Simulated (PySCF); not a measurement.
Ge(F)(Me)(Vi)2, C5H9FGe, SMILES [CH3][Ge]([F])([CH]=C)[CH]=C, GFN2-xTB optimised geometry.

```
16

C     -1.25     1.89     0.83
C     -0.40     1.31     0.00
Ge     0.00    -0.62     0.00
C     -0.43    -1.59    -1.68
F      1.79    -0.62     0.00
C     -0.44    -1.55     1.68
C     -1.28    -2.57     1.77
H     -1.79     1.33     1.58
H     -1.44     2.96     0.81
H      0.13     1.91    -0.73
H     -0.04    -2.60    -1.62
H      0.03    -1.09    -2.52
H     -1.51    -1.63    -1.83
H      0.06    -1.18     2.57
H     -1.49    -3.06     2.71
H     -1.79    -2.96     0.91
```

Density from PySCF 2.14.0 with CAM-B3LYP/def2-TZVP at that geometry.

Minimum of the electron density along straight lines between bonded atoms, close to the bond critical point (lines longer than 1.1 times the sum of covalent radii, or with two minima, are not listed):

```
bond    length / Å  ρ at the minimum / e bohr⁻³  ∇²ρ there / e bohr⁻⁵  position (fraction from the first atom)
------  ----------  ---------------------------  --------------------  ---------------------------------------
C1–C2        1.321                        0.360                 -1.13                                     0.50
C2–Ge3       1.974                        0.127                  0.07                                     0.53
Ge3–C4       1.987                        0.124                   ___                                     0.47
Ge3–F5       1.788                        0.126                   ___                                     0.48
Ge3–C6       1.973                        0.127                  0.07                                     0.47
C6–C7        1.321                        0.360                 -1.13                                     0.50
C1–H8        1.079                        0.289                 -1.04                                     0.65
C1–H9        1.080                        0.288                 -1.04                                     0.65
C2–H10       1.082                        0.285                 -1.01                                     0.65
C4–H11       1.086                        0.278                 -0.95                                     0.64
C4–H12       1.086                        0.277                 -0.94                                     0.64
C4–H13       1.085                        0.278                 -0.94                                     0.64
C6–H14       1.082                        0.285                 -1.01                                     0.65
C7–H15       1.080                        0.288                 -1.04                                     0.65
C7–H16       1.079                        0.289                 -1.04                                     0.65
```

Task: Fill in the missing entries.

Result: 
- Ge3–C4, ∇²ρ there / e bohr⁻⁵: 0.04
- Ge3–F5, ∇²ρ there / e bohr⁻⁵: 0.66
